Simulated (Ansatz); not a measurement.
System: C5H7Si, net charge 0, doublet state. It need not be the lowest isomer of its formula. 
Geometry from a B3LYP-D3(BJ)/def2-TZVP (Ansatz, an electronic-structure program) optimisation:
SMILES: [SiH3]C1=[C]CC=C1
```xyz
13

Si     2.1134     0.0142    -0.1418
C      0.2607     0.0510    -0.0046
C     -0.5196     1.0815     0.3186
C     -1.9784     0.7760     0.3392
C     -1.9549    -0.6861    -0.0447
C     -0.6859    -1.0806    -0.2353
H      2.6762    -0.9852     0.7985
H      2.6620     1.3516     0.1701
H      2.5169    -0.3807    -1.5134
H     -2.4236     0.9444     1.3248
H     -2.5405     1.3883    -0.3729
H     -2.8429    -1.2933    -0.1424
H     -0.3671    -2.0754    -0.5174
```
Charge 0, spin multiplicity 2.

Basis-set convergence of Hartree-Fock and CCSD correlation energies (hartree) with Ansatz. Cores are frozen in the correlated levels unless marked. Open shells are spin-unrestricted. No spin-orbit coupling. Non-relativistic.

The UHF reference is spin-contaminated (<S^2> 0.49 over the pure value in the largest basis). 

```tsv
basis	functions	E(HF)	E(corr, CCSD)
cc-pV(D+d)Z	128	-482.26876	-0.78265
cc-pV(T+d)Z	287	-482.32823	-0.92879
cc-pV(Q+d)Z	549	-482.34364	-0.97518
```

Extrapolating the two largest sets (X = 3 and 4) as X^-3: E(corr) = (64·(-0.97518) - 27·(-0.92879))/37 = -1.0090 Eh, an estimate of the basis-set limit. The largest set recovers 96.6 % of it, the smallest 77.6 %.
